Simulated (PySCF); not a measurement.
Radial density of Kr+ (krypton, charge +1)

PBE0, [Ar] 3d10 4s2 4p5, 2P determinant. All numbers are calculated (PySCF 2.14, scalar relativity through the core potential, in cc-pVTZ-PP with ECP10MDF (5s4p3d1f, 39 functions)). This is the valence pseudo-density: the core potential removes the inner electrons and smooths the orbitals near the nucleus.

```
r (bohr)  4πr²ρ (e/bohr)  4πr²(ρα − ρβ)
0.000574       5.628e-05         0.0000
0.000966       0.0001588         0.0000
 0.00162       0.0004459         0.0000
 0.00273        0.001235         0.0000
 0.00460        0.003303         0.0000
 0.00773        0.008135         0.0000
  0.0130         0.01751         0.0000
  0.0219         0.03325         0.0000
  0.0368         0.05592         0.0000
  0.0619          0.1589         0.0001
   0.104           1.081         0.0008
   0.175           6.608         0.0105
   0.295           24.72         0.0919
   0.495           34.99         0.0869
   0.833           11.17         0.0954
    1.40           5.470         0.6819
    2.36           2.015         0.3184
    3.97          0.1121         0.0155
    6.67        0.001050         0.0002
```

Energies and moments cover only the electrons outside the core potential.
